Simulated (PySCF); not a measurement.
CH₄N₂OSi, SMILES N[SiH2]N=C=O. The structure is a stationary point at PBE0-D3(BJ)/def2-SVP. One conformer was computed; it need not be the lowest.

Problem. Give the equilibrium geometry at PBE0-D3(BJ)/def2-SVP (PySCF confirms it by a frequency run) as Cartesian coordinates in Å, and its point group. (Estimate from the structure and the level; the computed values follow.)

Solution. Several could match; the one computed here: point group Cs.
```xyz
9

N      0.8465    -2.1309     0.0000
Si    -0.5366    -1.1173     0.0000
N     -0.1991     0.5855     0.0000
C      0.0561     1.7542     0.0000
O      0.3064     2.8968     0.0000
H      1.4113    -2.2302     0.8359
H      1.4113    -2.2302    -0.8359
H     -1.3145    -1.3894    -1.2373
H     -1.3145    -1.3894     1.2373
```
Charge 0, spin multiplicity 1.
